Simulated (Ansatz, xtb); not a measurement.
## Two structures of AlCl2FSe

We compare I, `[F][Al]([Cl])[Se]Cl`, a singlet, with II, a triplet given by its coordinates. Both are isolated molecules in the gas phase, relaxed with PBE0-D3(BJ)/def2-SVP; the shapes shown needn't be the lowest conformers.

I (Å):

| atom | x (Å) | y (Å) | z (Å) |
| --- | --- | --- | --- |
| Al | 0.7055 | 0.0478 | -0.0078 |
| Cl | 1.7053 | -1.7253 | -0.4024 |
| Cl | -1.9748 | -1.9125 | 0.3106 |
| F | 1.5223 | 1.4885 | -0.0115 |
| Se | -1.5486 | 0.2392 | 0.4614 |

II (Å):

```xyz
5

Al   -2.5122   -1.7409    0.0687
Cl   -3.8944   -2.9472   -1.0594
Cl   -1.7133   -0.0648   -0.9050
F    -1.5812   -2.5653    1.1701
Se   -4.6281   -0.9756    1.1376
```

Close contacts (Å): Al1–Cl2 2.15, Al1–Cl3 2.10, Al1–F4 1.66, Al1–Se5 2.49.

Q: Estimate E(II) − E(I) at the level CCSD(T)/def2-SVP + ΔMP2/def2-TZVPP.

A: Not settled: CCSD(T)/def2-SVP + ΔMP2/def2-TZVPP gives E(II) − E(I) = +30.6 kJ/mol, but this leans on the basis-set step: CCSD(T) alone gives −5.9 kJ/mol.

The same difference at several levels:

```json
{"level": "HF/STO-3G", "geometry": "GFN2-xTB", "E(II) − E(I) (kJ/mol)": "−81.1", "departure from the last row (kJ/mol)": "−111.7", "job, with rough time for the two": "single point, 2.9 s"}
{"level": "r2SCAN-D4/def2-SVP", "geometry": "GFN2-xTB", "E(II) − E(I) (kJ/mol)": "+5.2", "departure from the last row (kJ/mol)": "−25.5", "job, with rough time for the two": "single point, 8.7 s"}
{"level": "PBE0-D3(BJ)/def2-SVP", "geometry": "PBE0-D3(BJ)/def2-SVP", "E(II) − E(I) (kJ/mol)": "+10.5", "departure from the last row (kJ/mol)": "−20.1", "job, with rough time for the two": "optimisation, 2 min"}
{"level": "HF/def2-SVP", "geometry": "PBE0-D3(BJ)/def2-SVP", "E(II) − E(I) (kJ/mol)": "−78.3", "departure from the last row (kJ/mol)": "−108.9", "job, with rough time for the two": "part of the CCSD(T) run"}
{"level": "MP2/def2-SVP", "geometry": "PBE0-D3(BJ)/def2-SVP", "E(II) − E(I) (kJ/mol)": "−2.9", "departure from the last row (kJ/mol)": "−33.5", "job, with rough time for the two": "part of the CCSD(T) run"}
{"level": "CCSD(T)/def2-SVP", "geometry": "PBE0-D3(BJ)/def2-SVP", "E(II) − E(I) (kJ/mol)": "−5.9", "departure from the last row (kJ/mol)": "−36.5", "job, with rough time for the two": "single point"}
{"level": "CCSD(T)/def2-SVP + ΔMP2/def2-TZVPP", "geometry": "PBE0-D3(BJ)/def2-SVP", "E(II) − E(I) (kJ/mol)": "+30.6", "departure from the last row (kJ/mol)": "", "job, with rough time for the two": "single point, 1.8 min"}
```

HF/STO-3G, HF/def2-SVP, MP2/def2-SVP, CCSD(T)/def2-SVP put the two in the other order. The largest departure from CCSD(T)/def2-SVP + ΔMP2/def2-TZVPP is that of HF/STO-3G, 111.7 kJ/mol. The last row adds to CCSD(T) the change of the MP2 difference between the two basis sets, here +36.5 kJ/mol, a large step that makes the value less sure. The triplet state of II needn't be its ground state.

With harmonic frequencies from PBE0-D3(BJ)/def2-SVP (ideal gas, rigid rotor, one conformer each, 200 K, 1 atm): on the last row, ΔE + ΔZPE = +30.0 kJ/mol. A mode under 50 cm⁻¹ makes harmonic enthalpies and free energies unreliable, so none is given.

Open shells are spin-unrestricted. The correlated steps freeze 25 core orbitals; the filled d shell of Se is correlated, in a basis made for valence electrons. ΔG holds the spin degeneracy. Codes used: Ansatz 0.2.0, xtb 6.7.1; the last row on 1 thread of Intel(R) Xeon(R) Processor @ 2.70GHz on a shared host.
